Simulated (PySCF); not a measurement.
Si(Me)2(NH2)(NMe2), C4H14N2Si, SMILES CN(C)[Si](C)(C)N at its GFN2-xTB optimised geometry (Å):

```
21

C     -1.3199    -0.0548    -2.5858
N     -1.0728    -0.6830    -1.3133
C     -0.9631    -2.1160    -1.4337
Si    -0.3093     0.1434     0.0000
C      1.6010     0.1434     0.0000
C     -0.9319     1.9459     0.0000
N     -0.7655    -0.7981     1.3847
H     -1.4346     1.0165    -2.4558
H     -0.5034    -0.2359    -3.2976
H     -2.2402    -0.4553    -3.0229
H     -0.1382    -2.4060    -2.0969
H     -0.7905    -2.5447    -0.4521
H     -1.8899    -2.5258    -1.8466
H      1.9962     0.5817    -0.9117
H      2.0066     0.7082     0.8335
H      1.9868    -0.8688     0.0716
H     -2.0066     1.9998    -0.1421
H     -0.4630     2.5447    -0.7737
H     -0.7046     2.4183     0.9508
H     -1.7484    -0.9568     1.5396
H     -0.3144    -0.5918     2.2603
```

Computed with PBE0/def2-SVP in PySCF. Cells within 0.4 Å of a nucleus heavier than hydrogen are left out (blank, or x).

Map of the HOMO amplitude (bohr^(-3/2)) on the plane z = 0.0 Å; orbital energy -5.89 eV, overall sign arbitrary:

```
|333333333333333333333333333|
|333333333333333333333333333|
|333333333333333333333333333|
|333333333333333333333333333|
|333333333333333333333333333|
|333333333344433333333333333|
|333333333444433333333333333|
|33333333334x433333333333333|
|3333333333xx233333333333333|
|333333333211233443333333333|
|333333333321234444322333333|
|333333344332235664212233333|
|333333444543xx679x001233333|
|333333445654xx579xx01233333|
|333333456654234675212233333|
|333333455653223444222333333|
|333333445543223333323333333|
|333333344443333333333333333|
|333333333333333333333333333|
|333333333333333333333333333|
|333333333323333333333333333|
|333333333333333333333333333|
|333333333333333333333333333|
|333333333333333333333333333|
|333333333333333333333333333|
|333333333333333333333333333|
|333333333333333333333333333|
```
Scale: ten equal steps from -0.059 (start of '0') to 0.107 (end of '9'), in the order '0123456789'; x runs from -5.00 to 5.00, y from -5.00 (bottom) to 5.00 (top).
